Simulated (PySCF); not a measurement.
Compound: C₄H₄FNSe.
Numbering: `[CH3:1][c:2]1[n:3][cH:4][se:5][c:6]1[F:7]` (hydrogens: H8, H9, H10 on C1; H11 on C4)

Level: PBE0/def2-SVPD in PySCF, non-relativistic, on one gas-phase PBE0-D3(BJ)/def2-SVP geometry that isn't relaxed in the solvent. The solvent is an IEF-PCM continuum (Bondi radii, 1.10 Å for H, scaled by 1.2), and excitations are vertical TDDFT with non-equilibrium linear response and a frozen core. The model holds no explicit solvent molecules, cavitation or dispersion. Spin–orbit coupling is left out although an atom past zinc is present.

Gas-phase singlets (H = HOMO, L = LUMO):

```csv
state,E (eV),λ (nm),f,leading configurations
S1,4.869,255,0.000,H→L+1 98%
S2,5.132,242,0.054,H→L 90%
S3,5.148,241,0.000,H-2→L 97%
S4,5.628,220,0.000,H-1→L+1 96%
S5,5.769,215,0.028,"H-1→L 62%, H-2→L+1 30%"
```

Give the list for tetrahydrofuran (ε = 7.426), n² = 1.97.

```tsv
state	E (eV)	λ (nm)	f	leading configurations	change by rank (eV)
S1	4.962	250	0.000	H→L+1 98%	+0.093
S2	5.075	244	0.080	H→L 92%	-0.057
S3	5.252	236	0.000	H-2→L 98%	+0.104
S4	5.744	216	0.000	H-1→L+1 97%	+0.116
S5	5.810	213	0.048	H-1→L 76%, H-2→L+1 17%	+0.041
```

Give the list for methanol (ε = 32.61), n² = 1.77.

| state | E (eV) | λ (nm) | f | leading configurations | change by rank (eV) |
| --- | --- | --- | --- | --- | --- |
| S1 | 4.988 | 249 | 0.000 | H→L+1 98% | +0.119 |
| S2 | 5.082 | 244 | 0.077 | H→L 92% | -0.050 |
| S3 | 5.279 | 235 | 0.000 | H-2→L 98% | +0.131 |
| S4 | 5.776 | 215 | 0.000 | H-1→L+1 97% | +0.148 |
| S5 | 5.826 | 213 | 0.047 | H-1→L 78%, H-2→L+1 16% | +0.057 |

The ground-state energy changes by -0.163 eV from gas to methanol. By how much does the total energy of gas-phase S1 change?

E(S1) = E(S0) + excitation energy, so it changes by -0.163 + 0.119 = -0.044 eV: it is lowered less than the ground state, which is what a blue shift means. This is the vertical state, with the slow part of the continuum still set for S0.

How do the frontier levels move from gas to methanol?

```json
{"orbital": "LUMO+2", "gas (eV)": "0.47", "solvent (eV)": "0.60", "change (eV)": "+0.13", "Löwdin shares, gas": "Se5 58 %, C6 12 %, F7 8 %, C4 7 %", "Löwdin shares, solvent": "Se5 50 %, C6 15 %, F7 9 %, C4 7 %"}
{"orbital": "LUMO+1", "gas (eV)": "-0.67", "solvent (eV)": "-0.49", "change (eV)": "+0.18", "Löwdin shares, gas": "Se5 64 %, C6 12 %, C4 10 %", "Löwdin shares, solvent": "Se5 64 %, C6 12 %, C4 11 %"}
{"orbital": "LUMO", "gas (eV)": "-1.04", "solvent (eV)": "-1.01", "change (eV)": "+0.03", "Löwdin shares, gas": "C4 26 %, Se5 24 %, N3 20 %, C6 15 %", "Löwdin shares, solvent": "C4 27 %, Se5 24 %, N3 20 %, C6 14 %"}
{"orbital": "HOMO", "gas (eV)": "-6.97", "solvent (eV)": "-6.92", "change (eV)": "+0.05", "Löwdin shares, gas": "C2 24 %, C6 22 %, C4 18 %, Se5 10 %", "Löwdin shares, solvent": "C2 24 %, C6 22 %, C4 18 %, Se5 11 %"}
{"orbital": "HOMO-1", "gas (eV)": "-7.91", "solvent (eV)": "-7.90", "change (eV)": "+0.01", "Löwdin shares, gas": "Se5 49 %, N3 19 %, C6 13 %, C4 10 %", "Löwdin shares, solvent": "Se5 49 %, N3 18 %, C6 14 %, C4 10 %"}
{"orbital": "HOMO-2", "gas (eV)": "-7.94", "solvent (eV)": "-8.05", "change (eV)": "-0.11", "Löwdin shares, gas": "N3 56 %, Se5 17 %, C4 11 %, C2 7 %", "Löwdin shares, solvent": "N3 54 %, Se5 17 %, C4 12 %, C2 7 %"}
{"orbital": "HOMO-3", "gas (eV)": "-10.06", "solvent (eV)": "-9.97", "change (eV)": "+0.09", "Löwdin shares, gas": "Se5 41 %, C6 17 %, F7 12 %, C2 11 %", "Löwdin shares, solvent": "Se5 40 %, C6 17 %, F7 12 %, C2 11 %"}
```

The HOMO–LUMO gap goes from 5.93 to 5.91 eV.

The run took about 30 s of CPU time (one thread, shared machine). This is the whole response run at PBE0/def2-SVPD in methanol, SCF included.
